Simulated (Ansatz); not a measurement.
C4H10Al (SMILES C[CH2][Al+][CH2]C), charge +1, singlet, at a GFN2-xTB geometry (such geometries of metal compounds can be far from the true shape). Base run: PBE0/STO-3G (Ansatz, a first-principles code).

Ansatz was given this input:
Ansatz 0.2 input:
```yaml
crystal:
  periodic: [false, false, false]
  atoms:
    - {symbol: Al, position_ang: [-0.09023144, 0.01356658, 0.20025252]}
    - {symbol: C, position_ang: [1.51854398, -0.83448371, 0.98657008]}
    - {symbol: C, position_ang: [1.70064142, -2.30365472, 0.52608516]}
    - {symbol: H, position_ang: [1.44417185, -0.80154327, 2.08862801]}
    - {symbol: H, position_ang: [2.41670119, -0.25032418, 0.71706835]}
    - {symbol: H, position_ang: [1.82072654, -2.37342995, -0.55488311]}
    - {symbol: H, position_ang: [0.85099941, -2.92195475, 0.81522816]}
    - {symbol: H, position_ang: [2.59268864, -2.71916556, 0.99087900]}
    - {symbol: C, position_ang: [-1.70196876, 0.86206219, -0.57949163]}
    - {symbol: C, position_ang: [-1.40492777, 2.25919325, -1.18236869]}
    - {symbol: H, position_ang: [-2.47667148, 0.95678279, 0.20282012]}
    - {symbol: H, position_ang: [-2.12654163, 0.20669779, -1.36102555]}
    - {symbol: H, position_ang: [-0.67444291, 2.20108265, -1.98908825]}
    - {symbol: H, position_ang: [-1.02548809, 2.94818966, -0.42798177]}
    - {symbol: H, position_ang: [-2.32286815, 2.67859721, -1.58969727]}
basis:
  gaussian:
    orbitals: STO-3G
hamiltonian:
  xc: pbe0
total_charge: 1
```

The bond that is stretched is that between atoms 7 and 3. A test that says stable can miss a lower solution.

Variants of this job, named by their change:

| change | ΔE vs base (mEh) | <S^2> | stability test says |
|---|---|---|---|
| base | 0.000 | 0.000 | minimum (restricted orbitals) |
| spin_polarized = on; lower_state_search = off | 0.000 | 0.000 | undecided (no full test) |
| spin_polarized = on; lower_state_search = standard | 0.000 | 0.000 | minimum |
| bond × 1.25 | 35.112 | 0.000 | minimum (restricted orbitals) |
| spin_polarized = on; lower_state_search = off; bond × 1.25 | 35.112 | 0.000 | undecided (no full test) |
| spin_polarized = on; lower_state_search = standard; bond × 1.25 | 35.112 | 0.000 | minimum |
| bond × 1.5 | 100.8 | 0.000 | minimum (restricted orbitals) |
| spin_polarized = on; lower_state_search = off; bond × 1.5 | 100.8 | 0.000 | undecided (no full test) |
| spin_polarized = on; lower_state_search = standard; bond × 1.5 | 100.8 | 0.000 | minimum |
| bond × 1.8 | 178.1 | 0.000 | minimum (restricted orbitals) |
| spin_polarized = on; lower_state_search = off; bond × 1.8 | 178.1 | 0.000 | undecided (no full test) |
| spin_polarized = on; lower_state_search = standard; bond × 1.8 | 176.1 | 0.267 | minimum |
| bond × 2.2 | 256.8 | 0.000 | minimum (restricted orbitals) |
| spin_polarized = on; lower_state_search = off; bond × 2.2 | 256.8 | 0.000 | undecided (no full test) |
| spin_polarized = on; lower_state_search = standard; bond × 2.2 | 214.5 | 0.858 | minimum |
| bond × 3.0 | 333.3 | 0.000 | minimum (restricted orbitals) |
| spin_polarized = on; lower_state_search = off; bond × 3.0 | 333.3 | 0.000 | undecided (no full test) |
| spin_polarized = on; lower_state_search = standard; bond × 3.0 | 224.6 | 0.998 | minimum |

Where a bond breaks into two radicals, a solution with restricted orbitals usually stops being the lowest and lies too high; an unrestricted one lies lower at the price of spin contamination, which <S^2> shows.
